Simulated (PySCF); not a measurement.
C4H8FInO, SMILES C=[CH][In]([O]CC)[F].

Geometry: B3LYP-D3(BJ)/def2-SVP. The def2 effective core potentials stand for the cores of In; spin–orbit coupling is left out. One conformer was computed; it need not be the lowest.

Method: B3LYP-D3(BJ)/def2-SVP run with PySCF.

Frequencies are harmonic and unscaled.

```
mode  ν (cm⁻¹)  IR (km/mol)   moving atoms (share of kinetic energy)
----  --------  -----------  ---------------------------------------
1           38          0.6           C 55 %, H 23 %, O 12 %, In 9 %
2           49          0.5                  C 55 %, H 19 %, In 18 %
3           70          3.2                   C 36 %, F 31 %, H 28 %
4           88          5.1           C 37 %, H 37 %, O 10 %, F 10 %
5          123         18.6                           F 67 %, C 22 %
6          130         13.7  C 26 %, In 26 %, H 21 %, O 17 %, F 10 %
7          187         14.7           C 29 %, O 29 %, H 27 %, In 9 %
8          270          7.8                  C 64 %, H 20 %, In 12 %
9          315          2.5                                   H 86 %
10         454         13.4                   H 39 %, C 37 %, O 22 %
11         459         39.8                           H 59 %, C 32 %
12         493          3.0                   C 53 %, O 26 %, H 17 %
13         544         55.4          O 47 %, C 23 %, In 17 %, H 10 %
14         584         57.9                          F 80 %, In 15 %
15         816          1.8                                   H 91 %
16         905         28.7                   H 45 %, C 38 %, O 17 %
17         994         24.3                           H 72 %, C 28 %
18         995          7.8                           H 87 %, C 13 %
19        1030         15.9                                   H 94 %
20        1092         81.2                   C 58 %, H 29 %, O 13 %
21        1135        167.0                   C 47 %, H 27 %, O 25 %
22        1171          2.4                           H 60 %, C 36 %
23        1242         26.2                           H 73 %, C 26 %
24        1297          0.2                                   H 91 %
25        1373         22.7                           H 81 %, C 18 %
26        1403         54.1                           H 74 %, C 25 %
27        1414          8.9                           H 82 %, C 18 %
28        1463          5.3                                   H 97 %
29        1481          6.3                                   H 96 %
30        1497          4.1                                   H 93 %
31        1648          2.6                           C 83 %, H 17 %
32        2972         99.0                                   H 94 %
33        3017         13.3                                   H 97 %
34        3019         44.2                            H 91 %, C 9 %
35        3105         32.8                            H 91 %, C 9 %
36        3108          9.4                                   H 95 %
37        3108         18.0                           H 90 %, C 10 %
38        3161          4.8                            H 91 %, C 9 %
39        3203          2.8                           H 90 %, C 10 %
```
